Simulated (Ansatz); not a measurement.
`[SiH3]O[CH2][ZnH]` + `OC(F)F` → `FC(F)[O][ZnH]` + `CO[SiH3]` at 700 K and 1 bar (ligand exchange at a Zn–C bond).

Calculated with Ansatz (gas phase, PBE0-D4/def2-TZVP geometries, no zero-point term in ΔE). CCSD(T)/CBS adds triple-zeta CCSD(T) − MP2 to the extrapolated MP2 energy (def2 sets, frozen cores). For Zn outer-core shells are correlated without core-valence functions, which leaves a few kJ/mol of doubt a bond. Scalar relativity is left out up to krypton. Each species was taken in one conformer, which may not be the lowest.

```tsv
species	CCSD(T)/CBS energy (Eh)	H − E (kJ/mol)	S (J/(mol·K))
`[SiH3]O[CH2][ZnH]`	-2184.28160	239.7	466.7
`OC(F)F`	-314.01610	142.9	339.1
`FC(F)[O][ZnH]`	-2092.41029	147.7	431.1
`CO[SiH3]`	-405.93001	235.1	385.6
```

H − E and S are ideal-gas, rigid-rotor, harmonic terms from PBE0-D4/def2-TZVP, for one conformer and one mirror image of each species. 1 Eh = 2625.50 kJ/mol, R = 8.31446 J/(mol·K).

Q: By hand: ΔE, ΔH, ΔS and ΔG.

A: ΔE = (-2092.41029) + (-405.93001) − (-2184.28160) − (-314.01610) = -0.04260 Eh = -111.8 kJ/mol. Δ(H − E) = 147.7 + 235.1 − 239.7 − 142.9 = 0.2, so ΔH = -111.6 kJ/mol. ΔS = 431.1 + 385.6 − 466.7 − 339.1 = 10.9 J/(mol·K). ΔG = -111.6 − 700 × (10.9)/1000 = -119.2 kJ/mol.

Q: By hand: the equilibrium constant, and the temperature at which ΔG would vanish if ΔH and ΔS stayed fixed.

A: log₁₀ K = −ΔG/(RT ln 10) = 8.9. ΔH and −TΔS have one sign here, so there is no such temperature.

The number of gas molecules stays the same, so ΔS is small and ΔH decides. A doubt of 5 kJ/mol in ΔE shifts log₁₀ K by 0.4 here. Other conformers and mirror images would add mixing entropy, several J/(mol·K) or more a flexible species. Modes under 60 cm⁻¹, often nearly free rotors, make the harmonic entropy too high. These are equilibria of isolated gas molecules and say nothing of rates. Largest T1 diagnostic: 0.015 (customary marks: 0.02 for closed shells, 0.045 for open ones).

ΔS is within the doubt of such terms, so its sign, and with it that verdict, could turn.
